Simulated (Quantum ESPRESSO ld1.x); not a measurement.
The technetium ion Tc34+, configuration [He] 2s2 2p5. All-electron calculation, Dirac Kohn-Sham, LDA (Slater exchange, Perdew-Zunger correlation), spin-unpolarised, spherical densities, point nucleus; open shells fill j = l - 1/2 first. Program: ld1.x of Quantum ESPRESSO 7.5. Some entries of the table are withheld. Estimate them.

| orbital | occ. | eigenvalue (hartree) | r(max) (bohr) | <1/r> (bohr^-1) |
|---|---|---|---|---|
| 1s1/2 | 2 | -843.849 | 0.022 | 44.71 |
| 2s1/2 | 2 | -180.367 | 0.125 | (1) |
| 2p1/2 | 2 | (2) | 0.097 | (3) |
| 2p3/2 | 3 | (4) | 0.100 | (5) |

Answer. 
(1) 2s1/2 <1/r> (bohr^-1): 10.50
(2) 2p1/2 eigenvalue (hartree): -173.487
(3) 2p1/2 <1/r> (bohr^-1): 10.45
(4) 2p3/2 eigenvalue (hartree): -168.842
(5) 2p3/2 <1/r> (bohr^-1): 9.940
